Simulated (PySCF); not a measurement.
Compound: C7H9 (charge +1).
SMILES with atom numbers: `[CH2:1]=[CH:2][CH2:3][c:4]1[cH:5][c+:6]1[CH3:7]`

Geometry (GFN2-xTB, Å), atoms numbered from 1 in this order:
```xyz
16
C7H9 angstrom
C      2.722   -0.406   -0.280
C      1.575   -0.039   -0.816
C      0.851    1.248   -0.415
C     -0.238    0.764    0.392
C     -0.744    0.406    1.629
C     -1.476    0.108    0.502
C     -2.654   -0.450   -0.104
H      3.214    0.166    0.489
H      3.234   -1.290   -0.619
H      1.089   -0.619   -1.586
H      0.496    1.751   -1.317
H      1.517    1.896    0.154
H     -0.638    0.381    2.690
H     -3.475    0.263    0.027
H     -2.959   -1.362    0.411
H     -2.523   -0.628   -1.169
```

NICS is the negative of the GIAO shielding at a point without a nucleus: at the ring centre (0) and 1 Å above and below it (1); zz is the component along the ring normal. Level: GIAO PBE0/pcSseg-1 (PySCF, non-relativistic, gas phase) on the GFN2-xTB geometry, one conformer.

Ring bond lengths (Å), with Mayer bond orders in brackets: C4–C5 1.384 (1.19), C5–C6 1.377 (1.21), C6–C4 1.406 (1.13).

**Question.** What do the NICS probes read (ppm)?

**Answer.** 
```csv
ring,type,NICS(0),"NICS(1), two faces","NICS(1)zz, two faces",rms pucker (Å),"centre to ring atoms, mean (Å)"
C4–C5–C6,3-membered carbocycle; bonds drawn aromatic by RDKit's count,-24.0,-14.1 / -13.9,-24.0 / -24.1,0.00,0.80
```

**Question.** What do they say, and how far can they be read as aromaticity?

**Answer.** 
- C4–C5–C6: mean NICS(1)zz -24.1 ppm, shielded. NICS(0) lies 10 ppm below the mean NICS(1).

**Question.** How equal are the bonds by HOMA? HOMA = 1 − mean of α(R − Ropt)² over the ring bonds, with Krygowski's 1993 parameters (CC: Ropt 1.388 Å, α 257.7 Å⁻²).

**Answer.** 
- C4–C5–C6: HOMA 0.96 = 1 − EN − GEO, with mean bond length 1.389 Å, EN = α(Ropt − mean)² = 0.000 and GEO = α × variance = 0.039.

**Question.** List the ring angles and the Hirshfeld charges of the ring atoms.

**Answer.** 
- C4–C5–C6: C4 59.1° (+0.135 e), C5 61.2° (+0.096 e), C6 59.7° (+0.140 e); sum 180.0° against 180° for a flat convex ring.

**Question.** What are the shieldings of the ring atoms and their hydrogens in the same run (means over atoms taken as equivalent)?

**Answer.** 
```json
{"atoms": "C4", "environment": "unsaturated ring carbon", "σ isotropic (ppm)": "-1.0", "principal values of the symmetric part, first atom (ppm)": "-146.2, -49.9, 193.1"}
{"atoms": "C5", "environment": "unsaturated ring CH carbon", "σ isotropic (ppm)": "16.0", "principal values of the symmetric part, first atom (ppm)": "-96.4, -52.4, 196.8"}
{"atoms": "C6", "environment": "unsaturated ring carbon", "σ isotropic (ppm)": "-1.1", "principal values of the symmetric part, first atom (ppm)": "-147.6, -49.5, 193.9"}
{"atoms": "H13", "environment": "hydrogen on carbon", "σ isotropic (ppm)": "22.00", "principal values of the symmetric part, first atom (ppm)": "19.4, 22.6, 24.0"}
```
